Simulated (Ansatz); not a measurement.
Cost and result up the ladder for the cluster GeSe₂ (3 atoms). The state is a singlet with charge 0. Geometry: r2SCAN-D4/def2-TZVP.

```tsv
atom	x (Å)	y (Å)	z (Å)
Ge1	-1.1436	-0.3318	-0.6168
Se2	0.6397	1.1788	-0.3620
Se3	0.5039	-0.8470	0.9787
```

Ansatz on 4 threads of Arm Neoverse V2 on a shared host. Times are rough, and most runs start from the orbitals of an earlier one. ωB97X-V/def2-TZVP serves as the yardstick here, not as an exact answer. Differences are given only for rows in sets of like size (and for xTB, whose basis is part of the method), since another set adds its own error. Binding counts from free atoms at the same level (Ge triplet, Se triplet; other spins of the atoms weren't run), without zero-point energy or a counterpoise term.

The 6-31G sets use Cartesian d functions. Correlated methods freeze 27 core orbitals; core or outer-core shells of Ge, Se are correlated, in sets that lack core-valence functions. The structure comes from a short search, and lower isomers may exist.

Correlated methods converge slowly with the basis.

```tsv
level	functions	wall time	binding energy per atom (eV)	difference from ωB97X-V/def2-TZVP (eV)
HF/6-31G	87	0.55 s	0.59	–
PBE-D4/def2-SVP	96	0.65 s	2.74	–
PBE-D4/def2-TZVP	144	1 s	2.76	0.22
PBE0-D4/def2-SVP	96	1.1 s	2.55	–
PBE-D4/def2-TZVPD	168	1.6 s	2.76	0.22
MP2/def2-TZVP	144	1.8 s	2.55	0.01
RPA@PBE/def2-TZVP	144	2 s	2.25	-0.29
PBE0-D4/def2-TZVPD	168	2.8 s	2.59	0.05
r2SCAN-D4/def2-TZVP (with forces)	144	2.9 s	2.62	0.08
B2PLYP/def2-TZVP	144	3 s	2.49	-0.05
PBE-QIDH/def2-TZVP	144	3 s	2.52	-0.02
r2SCAN-D4/def2-TZVPD	168	3.3 s	2.63	0.09
ωB97X-V/def2-TZVP	144	4.2 s	2.54	0.00
CCSD(T)/def2-TZVPP	144	9 s	2.43	-0.11
```
